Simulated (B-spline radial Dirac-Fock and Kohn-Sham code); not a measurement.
**The Na-like isoelectronic sequence (11 electrons), Z = 41 to 51**

The computed values come from a radial atomic solver: Dirac-Fock energy differences between relaxed states, corrected for Breit and QED terms. Binding energies in eV, tabulated ground configurations ([Ne] 3s1 throughout). No correlation.

```csv
ion,2p1/2,2p3/2,outermost level,NIST ionisation energy
Nb³⁰⁺,4030.2,3931.8,1684.2 (3s),1684.97 ± 0.05
Mo³¹⁺,4277.5,4168.0,1790.2 (3s),1790.93 ± 0.06
Tc³²⁺,4532.6,4411.1,1899.5 (3s),1900.28 ± 0.06
Ru³³⁺,4795.7,4661.2,2012.2 (3s),2013.04 ± 0.06
Rh³⁴⁺,5066.8,4918.1,2128.4 (3s),2129.22 ± 0.07
Pd³⁵⁺,5345.9,5182.0,2248.1 (3s),2248.87 ± 0.07
Ag³⁶⁺,5633.2,5452.9,2371.2 (3s),2371.99 ± 0.07
Cd³⁷⁺,?,?,?,?
In³⁸⁺,6232.3,6015.4,2627.9 (3s),2628.77 ± 0.08
Sn³⁹⁺,6544.4,6307.2,2761.6 (3s),2762.49 ± 0.08
Sb⁴⁰⁺,6865.0,6605.9,2898.9 (3s),2900 ± 0.5
```

Question: Fill in the row of Cd³⁷⁺.

Answer: 2p1/2 5928.6, 2p3/2 5730.7, outermost 2497.8 (3s), NIST 2498.62 ± 0.08 eV.

NIST's values are for the lowest levels; a dash marks a value that is missing or belongs to another shell. Their kind here: semi-empirical.
